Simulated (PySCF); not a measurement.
SiFCl, SMILES Cl[Si]F (connectivity only; charge and spin as stated), neutral, multiplicity 1.

Geometry optimised at PBE0-D3(BJ)/def2-TZVP.

Vertical ionisation energy (IE) and electron affinity (EA) in eV. Rows of orbital energies are one-electron estimates. Where ΔSCF, EOM or ADC give a negative EA the extra electron is unbound and the value depends on the basis.

```tsv
level	IE	EA
−ε(HOMO), −ε(LUMO), PBE0/def2-TZVPD (PySCF)	?	?
−ε(HOMO), −ε(LUMO), ωB97X/def2-TZVPD (PySCF)	10.32	0.48
ADC(2)/aug-cc-pVDZ (PySCF)	10.12	0.52
```

Question: Complete the blanks. (The exact figures need the calculation; the answer reports its results.)

Answer: 
- −ε(HOMO), −ε(LUMO), PBE0/def2-TZVPD (PySCF), IE: 8.04
- −ε(HOMO), −ε(LUMO), PBE0/def2-TZVPD (PySCF), EA: 2.60

Question: Beyond the first one, list the lowest photoelectron lines from ADC(2)/aug-cc-pVDZ (PySCF) with their pole strengths (two spins summed). (An estimate is asked for; the answer gives what the named calculation found.)

Answer: 11.78 eV (1.78), 12.11 eV (1.79), 14.36 eV (1.74), 14.76 eV (1.72), 15.03 eV (1.73).
